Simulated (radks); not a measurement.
The numbers below are computed, except where a source is named.
Numerical settings for neutral scandium, [Ar] 3d1 4s2. Level of theory: Dirac Kohn-Sham, LDA (Slater exchange, Perdew-Wang correlation), spin-unpolarised, spherical densities, finite nucleus; open shells fill j = l - 1/2 first; Fermi nuclear charge, rms radius 3.5459 fm (a radial shooting solver on a logarithmic mesh with Libxc functionals). The defaults (mesh step 0.008 in ln r, mesh end at 40 bohr or more with all orbitals vanishing there, Anderson mixing 0.5 over 9 steps, residual threshold near 1e-9 with the energy settled to 1e-9 hartree or 1e-11 of itself, here a cap of 54 iterations) give E = -762.3254 hartree and 3d3/2 at -3.439 eV in 13 iterations. Run on one thread of a shared host, so times are rough (Intel(R) Xeon(R) Platinum 8559C): 0.08 s of CPU time, 0.08 s wall, 13 iterations on 2381 mesh points. Changes against that run (0 stands for a change within the tolerance of the run):

| setting | iterations | converged | E (mhartree) | e(3d3/2) (meV) | CPU (s) |
|---|---|---|---|---|---|
| mesh step in ln r 0.005 | 13 | yes | 0 | 0 | 0.12 |
| mesh step in ln r 0.08 | 54 | no | -8.28e+03 | -1.76e+04 | 0.1 |
| mesh step in ln r 0.03 | 13 | yes | 0 | 0 | 0.03 |
| mesh end (bohr) 20 | 13 | yes | 0 | +0.00526 | 0.07 |
| mesh end (bohr) 12 | 13 | yes | +0.151 | +15.3 | 0.07 |
| residual threshold 1e-13 | 21 | yes | 0 | 0 | 0.1 |
| residual threshold 0.01 | 7 | yes | +0.00026 | +7.96 | 0.06 |
| mixing 1 | 12 | yes | 0 | 0 | 0.07 |
| linear mixing, mixing 0.05 | 54 | no | +0.136 | -221 | 0.28 |
| linear mixing, mixing 0.2 | 54 | no | 0 | -0.00997 | 0.22 |
| mixing history 2 | 20 | yes | 0 | 0 | 0.1 |
| iteration cap 8 | 8 | no | 0 | -0.117 | 0.05 |

No run marked as converged misses the energy by more than 1 mhartree. A mesh that ends early acts as a hard wall.
